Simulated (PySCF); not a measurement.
A geometry optimisation on `Fc1ccc2c(c1F)COC2`.

Method: PBE0-D3(BJ)/def2-SVP geometry optimisation, gas phase (PySCF 2.14.0). Start geometry: GFN2-xTB. The input is one job of a driver script: a line of settings, then coordinates in Å.

Command:
```bash
OMP_NUM_THREADS=1 python probes_run.py task.json out
```

Input:
```
{"job": {"xc": "PBE0", "basis": "def2-SVP", "d3": "d3bj", "grid": 1, "shake": 0.01, "kind": "geom"}, "charge": 0, "multiplicity": 1}
F      3.167760     1.556970    -0.150100
C      2.030750     0.826550    -0.077340
C      2.136900    -0.533600     0.131100
C      1.058670    -1.326100     0.222970
C     -0.215140    -0.738980     0.084650
C     -0.339940     0.640400    -0.123080
C      0.796460     1.429730    -0.209080
F      0.693080     2.759590    -0.424880
C     -1.789050     0.989400    -0.189440
O     -2.478900    -0.259670    -0.174300
C     -1.600140    -1.317450     0.163820
H      3.150650    -0.951220     0.243410
H      1.088530    -2.379200     0.383520
H     -2.059050     1.514720    -1.127220
H     -2.101440     1.597870     0.642710
H     -1.738020    -2.120530    -0.549320
H     -1.817640    -1.676660     1.162750
```

Output:
```
step   0  E = -582.29626677  max force = 0.063268
step   1  E = -582.30106057  max force = 0.009187
step   2  E = -582.30323057  max force = 0.004696
step   3  E = -582.30330097  max force = 0.003597
step   4  E = -582.30343982  max force = 0.000780
step   5  E = -582.30343980  max force = 0.001301
step   6  E = -582.30345517  max force = 0.000316
step   7  E = -582.30345899  max force = 0.000548
step   8  E = -582.30346195  max force = 0.000301
optimisation converged
```

Energies in Eh; «max force» is the largest Cartesian gradient component in Eh/bohr.

Question: Give the first gradient maximum in eV/Å.

Answer: With 1 Eh/bohr = 51.422 eV/Å, 3.253 eV/Å.

Main results: final energy -582.30346 Eh after 8 steps; dipole 1.97 D.

Question: Where do the atoms end?

Answer: 0.043 Å rms from the input after alignment:
```
atom  x, y, z in Å
F1     3.0662    1.7476    0.0450
C2     2.0177    0.9325    0.0250
C3     2.1993   -0.4460    0.0120
C4     1.0942   -1.2992   -0.0131
C5    -0.1792   -0.7420   -0.0297
C6    -0.3590    0.6396   -0.0164
C7     0.7350    1.4863    0.0145
F8     0.5847    2.8061    0.0309
C9    -1.8277    0.9371   -0.0205
O10   -2.4423   -0.3085   -0.2636
C11   -1.5438   -1.3723   -0.0405
H12    3.2211   -0.8302    0.0189
H13    1.2409   -2.3814   -0.0224
H14   -2.1231    1.6513   -0.8075
H15   -2.1480    1.3649    0.9516
H16   -1.6661   -2.1227   -0.8403
H17   -1.7533   -1.8797    0.9240
```

Time: 2.3 min of wall time; peak memory 0.78 GiB. Hardware: an Intel Xeon Platinum 8488C with one thread, shared host with 192 logical CPUs at a one-minute load of 14.
Labels such as C1 count atoms from 1, the log's own numbers from 0.
